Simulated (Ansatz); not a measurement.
Stretching the Al1–H2 bond in AlH3O2 (SMILES [OH][AlH][OH]) (multiplicity 1 held, fragments rigid). Energies count from the point at 1.565 Å.
Geometry at that point (charge 0, multiplicity 1):
```xyz
6

Al    -0.35084    -0.22531    -0.18691
H     -1.54694    -1.01381    -0.81632
O     -0.12880     1.39195    -0.63417
H      0.57602     1.94766    -0.29822
O      0.73398    -0.91515     0.92277
H      0.69039    -1.81921     1.23554
```

Signs of static correlation in cc-pV(T+d)Z, with CASSCF(2,2), from Ansatz (an electronic-structure program) runs.

```
R (Å)  T1 of restricted CCSD  ⟨S²⟩ of UHF  largest double amplitude of restricted CCSD  weight of the CASSCF reference in MRCISD  CASSCF natural occupations
-----  ---------------------  -----------  -------------------------------------------  ----------------------------------------  --------------------------
1.252                  0.012        0.000                                        0.016                                     0.898                   1.99 0.01
1.408                  0.012        0.000                                        0.019                                     0.897                   1.98 0.02
1.565                  0.012        0.000                                        0.023                                     0.897                   1.98 0.02
1.721                  0.013        0.000                                        0.029                                     0.898                   1.97 0.03
1.878                  0.013        0.000                                            …                                     0.898                   1.96 0.04
2.112                  0.014        0.000                                            …                                     0.898                   1.93 0.07
2.347                  0.016        0.147                                        0.124                                     0.899                   1.89 0.11
2.738                  0.021        0.671                                        0.231                                     0.899                   1.79 0.21
3.130                  0.032        0.874                                        0.364                                     0.900                   1.62 0.38
3.599                  0.049        0.961                                        0.545                                     0.900                   1.41 0.59
4.225                  0.068        0.993                                        0.761                                     0.901                   1.20 0.80
5.007                  0.078        1.001                                        0.919                                     0.901                   1.07 0.93
```

Q: Some entries are withheld; supply them.

A: 
- 1.878, largest double amplitude of restricted CCSD: 0.043
- 2.112, largest double amplitude of restricted CCSD: 0.075

Doubts at one or more of the structures used: a restricted determinant that unrestricted orbitals would lower (R-CCSD(T)/cc-pV(T+d)Z); other coupled-cluster roots lie near (R-CCSD(T)/cc-pV(T+d)Z); T1 above 0.05 (R-CCSD(T)/cc-pV(T+d)Z, U-CCSD(T)/cc-pV(T+d)Z); a spin-contaminated determinant (U-CCSD(T)/cc-pV(T+d)Z).
